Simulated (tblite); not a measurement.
**Question.** Write Cartesian coordinates for `C(=O)[C@H]1[C@H]2C[C@]1([CH2])C2` [radical] as optimised with GFN2-xTB. (Doublet state.)

**Answer.** 
```
atom  x, y, z in Å
C1    -0.3054    1.9827    0.3236
C2    -0.3823    0.6270   -0.0566
C3    -0.8143   -0.0081   -1.3937
C4    -0.3080   -1.1924   -0.5588
C5    -1.0316   -0.5767    0.6487
C6     0.9420   -0.3687   -0.2232
C7     1.7651   -0.6195    0.9688
O8     1.5177   -1.3716    1.8810
H9    -0.3339    2.2599    1.3614
H10   -0.0916    2.7459   -0.4024
H11   -1.8842    0.0293   -1.5869
H12   -0.2505    0.2531   -2.2869
H13   -0.2966   -2.2371   -0.8475
H14   -0.6709   -0.8467    1.6347
H15   -2.1191   -0.5907    0.6150
H16    1.5607   -0.0595   -1.0652
H17    2.6960   -0.0150    0.9780
```

Orientation and origin are arbitrary. Atoms count from 1 in this order. The 4-membered ring C2–C3–C4–C5 has internal angles of 75.7° to 87.9° (sum 327°, against 360° for a flat polygon); it is puckered, 0.29 Å rms from its mean plane, widest ring torsion 42°. Of the pairs four or more bonds apart, O8···H14 is among the closest relative to their van der Waals radii: 2.26 Å, 83 % of the sum of Bondi's values. The 4-membered ring C2–C5–C4–C6 has internal angles of 72.2° to 89.8°; it is puckered, 0.31 Å rms from its mean plane, widest ring torsion 47°. The C–C distances run from 1.410 Å (C1–C2, drawn single) to 1.665 Å (C2–C6, drawn single), a spread of 0.255 Å.

Bonds between heavy atoms (Å): C1–C2 1.410, C2–C3 1.542, C3–C4 1.535, C4–C5 1.536, C4–C6 1.534, C6–C7 1.470, C7=O8 1.208, C2–C5 1.539, C2–C6 1.665.

Structure optimised with GFN2-xTB, isolated species. This method treats the open shell by occupation alone, without spin polarisation.

Point group: C1 (no symmetry element, even within 0.4 Å). Its GFN2-xTB frequencies are all real (lowest 94 cm⁻¹). Torsions: H–C1–C2–C3 158° and -30°, C4–C6–C7–O8 -8°.

Hardware: an Arm Neoverse V1 with one thread, shared host. Cost: 0.72 s of wall time. These figures are those of the optimisation.

One conformer stands for the species.

These are computed values.
